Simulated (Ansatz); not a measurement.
Reaction (redistribution): `[SiH3]S[SiH2]S[SiH3]` + `C#C[SiH2]CN` → `NC[SiH2]S[SiH3]` + `C#C[SiH2]S[SiH3]`

Computed with Ansatz on PBE0-D4/def2-TZVP structures; ΔE is electronic, products minus reactants. CBS: MP2 limit from def2 TZ/QZ plus the TZ coupled-cluster correction, frozen cores. DFT in def2-TZVPP. B3LYP here is the variant with VWN-RPA as its local correlation; programs differ in this. One conformer a species, not always the lowest.

```csv
level,ΔE (kcal/mol),difference from CCSD(T)/CBS
PBE-D4,1.9,-0.6
r2SCAN-D4,1.7,-0.8
PBE0-D4,2.3,-0.2
B3LYP-D4,2.4,-0.1
ωB97X-V,2.3,-0.2
ωB97M-V,2.6,0.1
B2PLYP,1.7,-0.8
PBE,1.2,-1.3
r2SCAN,1.6,-0.9
PBE0,1.6,-0.9
B3LYP,1.1,-1.4
HF/def2-TZVPP,1.6,-0.9
MP2/def2-TZVPP,2.4,-0.1
SCS-MP2/def2-TZVPP,2.1,-0.4
CCSD/def2-TZVPP,2.1,-0.4
CCSD(T)/def2-TZVPP,2.1,-0.4
HF/def2-QZVPP,1.5,-1.0
MP2/def2-QZVPP,2.6,0.1
SCS-MP2/def2-QZVPP,2.3,-0.2
HF/CBS(def2),1.5,-1.0
MP2/CBS(def2),2.8,0.3
CCSD/CBS(def2),2.4,-0.1
CCSD(T)/CBS,2.5,0
```

Largest T1 diagnostic among the species: 0.012.

The D4 term adds +1.3 kcal/mol with B3LYP and +0.7 kcal/mol with PBE0; it sums over pairs of atoms, weighted by their polarisabilities, and B3LYP, whose exchange is more repulsive, gets the larger term.
